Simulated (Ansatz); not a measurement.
Relaxation of CH5ClNPSi (10 atoms, charge 0, multiplicity 1), to a largest force component of 0.015 eV/Å in at most 40 steps.

The calculation used RKS B3LYP/6-31G in Ansatz.

```xyz
10
Properties=species:S:1:pos:R:3
N -1.824 0.873 0.586
C -0.644 0.789 0.947
Si 0.666 0.250 -0.256
P 0.643 -1.931 -0.607
Cl 2.547 0.636 0.548
H -2.454 1.237 1.366
H -0.310 1.002 1.991
H 0.688 0.963 -1.561
H -0.637 -1.895 -1.293
H 1.409 -1.974 -1.718
```

Q: Where does it end, and by what steps?

A: The forces met the threshold. Limits of this set-up: no polarisation functions. After 8 steps the energy has fallen by 0.568 eV; H8 moved furthest, 0.18 Å.

```tsv
step	energy less start (eV)	largest force component (eV/Å)	accepted
0	0.0000	4.293	yes
1	-0.4409	0.929	yes
2	-0.5003	0.867	yes
3	-0.4954	1.249	no
4	-0.5623	0.287	yes
5	-0.5668	0.161	yes
6	-0.5677	0.106	yes
7	-0.5680	0.035	yes
8	-0.5682	0.006	yes
```

```xyz
10
Properties=species:S:1:pos:R:3
N -1.819 0.883 0.598
C -0.603 0.836 1.012
Si 0.689 0.277 -0.284
P 0.536 -2.036 -0.590
Cl 2.675 0.694 0.587
H -2.513 1.174 1.304
H -0.269 1.073 2.031
H 0.593 1.108 -1.526
H -0.655 -1.963 -1.415
H 1.448 -2.098 -1.715
```

Whether the end is a true minimum wasn't checked by a vibrational analysis.

The run took 53 s on 1 thread of Arm Neoverse V1 (shared host), peak memory 0.19 GiB.
